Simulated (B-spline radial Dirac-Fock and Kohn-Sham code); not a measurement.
**K-line shifts caused by a second vacancy in Pt⁵⁴⁺**

System: platinum as Pt⁵⁴⁺, configuration [Ar] 3d6.

Calculated with a B-spline atomic structure program, using Dirac-Fock ΔSCF + Breit + QED. Each two-hole energy is an average over J within one jj subconfiguration, not an observable level; in light atoms, where LS coupling holds, the j-resolved values are not observed lines, and for a K spectator the Kα1 hypersatellite is nearly forbidden. The model has no electron correlation.

Lines without a spectator: Kα2 (K-L2) 65191.2 eV, Kα1 (K-L3) 66918.1 eV, Kβ3 (K-M2) 75765.6 eV, Kβ1 (K-M3) 76186.1 eV. Shifts in eV with one spectator hole (a dash: not computed, or left out as unreliable):

```
spectator hole      Kα2      Kα1      Kβ3      Kβ1
        K (1s)  +1066.2  +1157.7  +1391.6  +1415.0
    L2 (2p1/2)   +142.5   +194.5        –   +368.4
    L3 (2p3/2)   +102.9   +115.5   +270.3        –
    M2 (3p1/2)        –    +36.3    +72.4    +84.9
    M3 (3p3/2)   +19.61        –    +61.5    +63.5
```
